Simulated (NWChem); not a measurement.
System: C3H6OSi; SMILES C1(C[SiH2]C1)=O

```xyz
11

O      0.5070    -2.0954     0.0000
C      0.0335    -0.9835     0.0000
C     -0.2119    -0.0561    -1.2078
Si     0.1389     1.3898     0.0000
C     -0.2119    -0.0561     1.2078
H      0.3847    -0.2928    -2.0909
H     -1.2757    -0.0594    -1.4834
H     -0.8085     2.5340     0.0000
H      1.5416     1.8749     0.0000
H     -1.2757    -0.0594     1.4834
H      0.3847    -0.2928     2.0909
```
Atoms are numbered in this order, from 1.

Program: NWChem. Pople sets run with spherical d functions. Coordinates come from a B3LYP/6-31G* (spherical d) optimisation. Atomic charges in e: unrestrained fits to the electrostatic potential beside Mulliken populations; buried atoms are poorly determined by the fit.

For level Hartree-Fock/6-31G*:

Mulliken O1: -0.53
Mulliken C2: 0.53
Mulliken C3: -0.70
ESP Si4: 0.54
Mulliken Si4: 0.78
Mulliken C5: -0.70

Question: What are these values for level B3LYP/def2-SVP?

Answer: The Mulliken O1 comes out as -0.17, the Mulliken C2 is 0.02 and the Mulliken C3 comes out as -0.17. The ESP Si4 is 0.40, the Mulliken Si4 is 0.44 and the Mulliken C5 is -0.17.
